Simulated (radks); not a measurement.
Initial-state core-level shifts of the titanium ion Ti2+ when its valence configuration changes from [Ar] 3d2. All-electron calculation, scalar-relativistic Kohn-Sham, PBE, spin-unpolarised, spherical densities, finite nucleus; Fermi nuclear charge, rms radius 3.5921 fm. Program: a radial shooting solver on a logarithmic mesh with Libxc functionals. Shifts are changes of the shell-averaged eigenvalues in eV (positive: less bound); the change of the density at the nucleus, which sets a Mossbauer isomer shift, is in e/bohr^3, on a base of 8539.

valence,1s,2s,2p,3p,density at nucleus
3d1 4s1,-6.527,-7.552,-7.464,-5.956,+7.7940
3d1 4s0.5 4p0.5,-7.102,-8.125,-8.035,-6.513,+4.7941
3d1.5 4p0.5,-3.683,-4.160,-4.115,-3.440,+0.7938
4s2,-14.275,-16.559,-16.370,-12.624,+17.8192
3d1 4p1,-7.673,-8.695,-8.602,-7.066,+1.7570
3d1.5 4s0.5,-3.100,-3.582,-3.540,-2.872,+3.6392
3d0.5 4s0.5 4p1,-11.380,-13.013,-12.869,-10.297,+6.1285
4s0.5 4p1.5,-15.908,-18.214,-18.014,-14.189,+7.6477
4s1 4p1,-15.369,-17.667,-17.471,-13.673,+11.0764
